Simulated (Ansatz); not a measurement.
Harmonic frequencies (cm⁻¹) at PBE0-D4/def2-TZVP from Ansatz: 30, 53, 91, 92, 130, 261, 319, 327, 386, 470, 517, 574, 620, 695, 769, 808, 922, 980, 996, 1030, 1143, 1283, 1579, 1907, 1920, 2186, 2198, 2564, 2577, 2661.

Each molecule was computed in one conformer, which needn't be the lowest.

**Question.** Which molecule is it?
A. `B[CH2][SnH]([Cl])[Cl]`
B. `[CH3][AlH][SiH2]F`
C. `CNC(S)S`
D. `BOB[SiH2][AlH2]`

**Answer.** D.
